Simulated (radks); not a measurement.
Spin polarisation of the 3p5 shell in Cl. Start: [Ne] 3s2 3p(up 2.5, down 2.5); electrons of 3p are moved from spin down to spin up, other shells keep equal spins. Calculated with a radial shooting solver on a logarithmic mesh with Libxc functionals: scalar-relativistic Kohn-Sham, r2SCAN, spin-polarised, spherical densities, finite nucleus; meta-GGA in the generalised Kohn-Sham scheme; Fermi nuclear charge, rms radius of each element as measured or else 0.836 A^(1/3) + 0.57 fm.

| moment (Bohr magnetons) | E - E(0) (eV) | e(3p up) (eV) | e(3p down) (eV) | 3s down minus up (eV) | 2p down minus up (eV) |
|---|---|---|---|---|---|
| 0 | 0.000 | -8.917 | -8.917 | 0.000 | 0.000 |
| 0.25 | -0.018 | -9.059 | -8.769 | 0.323 | 0.061 |
| 0.5 | -0.073 | -9.196 | -8.615 | 0.645 | 0.123 |
| 0.75 | -0.163 | -9.326 | -8.455 | 0.969 | 0.185 |
| 1 | -0.290 | -9.451 | -8.288 | 1.293 | 0.247 |

At moment 1 the spin-polarisation energy is -0.290 eV and the 3p exchange splitting 1.163 eV, that is 1.163 eV per Bohr magneton; E = -I m^2/4 would give I = 1.162 eV.
